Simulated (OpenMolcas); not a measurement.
A run on Re5+ among 4 point charges of -2 e arranged as a tetrahedron (Td), 2.21 Å from the ion.

| Quantity | Value |
| --- | --- |
| Program | OpenMolcas 26.06 |
| Method | CASSCF |
| Basis | ANO-RCC-VDZP [7s6p4d2f1g] |
| Scalar Hamiltonian | DKH2, point nucleus |
| Active space | 2 electrons in 5 orbitals (5d) |
| State averaging | 2S+1 = 3 even, 10 roots; 2S+1 = 1 even, 15 roots |
| Spin-orbit coupling | RASSI with atomic mean-field integrals over the reference wave functions |

68 basis functions. Blocks (2S+1, parity, CSFs, roots kept): 3, even, 10, 10; 1, even, 15, 15.

Task: How long do the RASSCF and RASSI steps take on 1 thread of Arm Neoverse V1 (shared host)?

Result: About 7.3 s of wall time, without the integral step.
